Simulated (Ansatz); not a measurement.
Basis-set extrapolation for C2H10N2Si, SMILES `CNC(N)[SiH3]` (PBE0-D4/def2-TZVP geometry, frozen core, the Gaussian-basis code of Ansatz). Multiplicity 1, RHF reference.

```
                      def2-TZVPP   def2-QZVPP
                 HF  -479.445388  -479.463815
    MP2 correlation    -0.911404    -0.973155
CCSD(T) correlation    -1.004347      not run
```

Energies in hartree. Use E(X) = E(∞) + A·exp(−7.88·√X) for Hartree–Fock and E(X) = E(∞) + B·X^(−2.97) for correlation, with X = 3 and 4, and add CCSD(T) minus MP2 of the smaller set to the MP2 limit.

Problem. What is the CCSD(T) energy at the basis-set limit?

Solution. HF limit: -479.463815 + (-0.018427) × 0.13774 = -479.46635. MP2 limit: -0.973155 + (-0.061751) × 0.74074 = -1.01890. Higher-order term: -1.004347 − (-0.911404) = -0.09294. Total: -480.57819 hartree, 80.6 kcal/mol below CCSD(T)/def2-TZVPP.
